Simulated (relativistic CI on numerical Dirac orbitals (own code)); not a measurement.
Computed by Dirac-Coulomb-Breit CI, orbitals from a KLI potential per configuration, QED by a radiative potential, unscaled Slater integrals (own radial code, finite nucleus).

Configurations in the expansion (outside the closed core [Ar] 3d10): 4s2.4p6, 4s2.4p5.4d, 4s.4p6.4d, 4s2.4p5.4f, 4s.4p6.4f, 4p6.4d.4f, 4s2.4p5.5s, 4s2.4p5.5p, 4s.4p6.5s, 4s2.4p5.5d, 4s.4p6.5p, 4s2.4p5.5f, 4s2.4p5.5g, 4s.4p6.5d, 4p6.4f.5s, 4s2.4p5.6s, 4s.4p6.5f, 4s2.4p5.6p, 4s.4p6.5g, 4s2.4p5.6d, 4s2.4p5.6f, 4p6.4d2, 4p5.4d3, 4p5.4d2.4f, 4p5.4d2.5s, 4p5.4d2.5p, 4p6.4f2, 4p5.4d.4f2, 4p5.4f3, 4p5.4f2.5s, 4p5.4f2.5p, 4p6.4d.5s, 4p5.4d.4f.5s, 4p5.4d.5s2, 4p5.4d.5s.5p. Double excitations out of closed p, d and f shells are left out; levels of such configurations are missing from the list, as are those of other unlisted configurations, and high levels can miss mixing partners. These lack a partner that the ground configuration has and come out too high: 4s2.4p5.5d, 4s2.4p5.5f, 4s2.4p5.5g, 4s2.4p5.6s, 4s2.4p5.6p.

At this charge energies of transitions that change n are usually good to better than 1 %, and those within a shell (Δn = 0) to a few per cent.

Outline of the computed level scheme of Re XL. Lowest level of each configuration: 4s2.4p6 1S_0 at 0.000 eV; 4s2.4p5.4d 3P°_0 at 152.096 eV; 4s2.4p5.4f 3D_1 at 355.937 eV; 4s.4p6.4d 3D_1 at 386.645 eV; 4s.4p6.4f 3F°_2 at 589.253 eV; 4s2.4p5.5s 3P°_2 at 700.045 eV; 4s2.4p5.5p 3P_1 at 748.872 eV; 4p6.4d2 3F_2 at 751.923 eV.

Some strong electric-dipole decays among the lowest 45 levels: 4s2.4p5.5s 1P°_1 → 4s2.4p6 1S_0 (3.9e+12 s⁻¹); 4s2.4p5.4d 1P°_1 → 4s2.4p6 1S_0 (2.9e+12 s⁻¹); 4s2.4p5.5p 3D_2 → 4s2.4p5.4d 3F°_3 (2.2e+12 s⁻¹); 4s2.4p5.5p 3D_3 → 4s2.4p5.4d 3F°_4 (1.9e+12 s⁻¹); 4s2.4p5.5p 3P_1 → 4s2.4p5.4d 3P°_1 (1.3e+12 s⁻¹); 4s2.4p5.5p 3P_1 → 4s2.4p5.4d 3D°_2 (1.3e+12 s⁻¹); 4s.4p6.4d 3D_1 → 4s2.4p5.4d 3P°_1 (8.5e+11 s⁻¹); 4s2.4p5.4d 3D°_1 → 4s2.4p6 1S_0 (7.9e+11 s⁻¹).

LS names give the leading component of a level, which can be under half, so a name can repeat, a term be missing and a line seem to break the LS rules.
